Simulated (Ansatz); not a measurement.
Molecule: Be2H2, charge 0, multiplicity 1. SMILES: [BeH][BeH]
Geometry from a B3LYP-D3(BJ)/def2-TZVP (Ansatz, a program for electronic structure) optimisation:
```xyz
4

H      0.0000     0.0000    -2.3848
Be     0.0000     0.0000    -1.0462
Be     0.0000     0.0000     1.0462
H      0.0000     0.0000     2.3848
```
Charge 0, spin multiplicity 1.

Quantity: vertical ionisation energy (to the doublet state of charge +1; each state is the SCF solution reached for its spin), in eV. Cores are frozen in the correlated levels unless marked. Open shells are spin-unrestricted. Spin-orbit coupling is left out. Non-relativistic. CBS marks a two-point X^-3 extrapolation of the correlation energy; Hartree-Fock from the larger set.

CCSD(T)/CBS(def2-TZVPPD,def2-QZVPPD) (Ansatz) gives 9.74 eV.

Question: Another calculation gave 9.67 eV. Which level was it?
(A) PBE0/def2-TZVPD (Ansatz)
(B) CAM-B3LYP/def2-TZVPD (Ansatz)
(C) PBE/def2-TZVPD (Ansatz)

Answer: B, CAM-B3LYP/def2-TZVPD (Ansatz). The others give 9.39 (PBE), 9.52 (PBE0) eV.
